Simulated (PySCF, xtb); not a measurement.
C2H4F2Si, SMILES F/C=C(/F)[SiH3].

GFN2-xTB (xtb 6.7.1) at its own geometry gives an orbital gap of 4.41 eV and a dipole moment of 1.00 D.

Coordinates come from a B3LYP-D3(BJ)/def2-SVP optimisation. The structure was generated by enumeration; whether it is a known compound was not checked.

### Question
What does CAM-B3LYP/def2-TZVP (PySCF) give? (Estimate from the structure and the level; the computed values follow.)

### Answer
gap 9.58 eV (levels -8.93 and 0.65 eV), dipole 0.21 D.
